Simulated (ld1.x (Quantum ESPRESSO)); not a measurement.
**LDA (PZ) PAW dataset for gallium, scalar-relativistic all-electron reference.**

| Item | Value |
| --- | --- |
| Element | Ga |
| Generator | ld1.x (Quantum ESPRESSO) 7.5 |
| Type | PAW |
| Functional | LDA (PZ) |
| Relativity | scalar-relativistic |
| Frozen core | [Ar] |
| Valence charge | 13 |
| Reference configuration | 3d10 4s2 4p1 |
| Partial waves | 4s (bound): rcut 1.80, rcutus 1.90 bohr; 4s channel at 0.65 Ry: rcut 1.80, rcutus 1.90 bohr; 4p (bound): rcut 1.90, rcutus 2.30 bohr; 4p channel at 0.4 Ry: rcut 1.90, rcutus 2.30 bohr; 3d (bound): rcut 0.85, rcutus 0.90 bohr; 3d channel at 1.6 Ry: rcut 0.85, rcutus 0.90 bohr |
| Local potential | all-electron potential smoothed inside 2.05 bohr (lloc = -1) |
| Core correction | a·sin(br)/r model core, default radius (core density twice the valence density) |
| Augmentation charge | BESSEL, radius 0.85 bohr |

All-electron outer shells of the reference configuration (LDA (PZ), scalar-relativistic, ld1.x):

```csv
shell,level (eV),outermost node (bohr),outermost maximum (bohr)
3s,-147.43,0.27,0.56
3p,-98.65,0.24,0.56
3d,-19.40,–,0.53
4s,-9.17,0.81,1.87
4p,-2.74,0.87,2.53
```

Question: Estimate the cutoffs (Ry, on a coarse ladder) from which the occupation-weighted sum of valence levels, in a spherical-Bessel basis at the reference potential, stays within 10 and 1 mRy of its value at 400 Ry.

Answer: 200 Ry and 300 Ry.

Question: What does a ghost test show?

Answer: No extra level below or beside the all-electron valence levels (s, p, d, f tested).

Question: Is the overlap operator S = 1 + Σ q|β⟩⟨β| positive definite (Bessel basis up to 400 Ry)?

Answer: Yes: its lowest eigenvalue is 0.41 (s channel).

Question: Which valence shell sets the plane-wave cutoff?

Answer: 3d: its level needs 200 Ry to come within 1 mRy, against 10 Ry for 4s.

Question: Tests: 3d10 4s2 4p0; 3d10 4s1 4p0; 3d10 4s0 4p0; 3d10 4s1 4p1; 3d10 4s0 4p3; 3d10 4s1 4p2; 3d9 4s0 4p0. Which has the largest error in its energy relative to the reference configuration, and how large is it?

Answer: 3d9 4s0 4p0, with -360 meV (all-electron minus pseudo) on +123.21 eV.
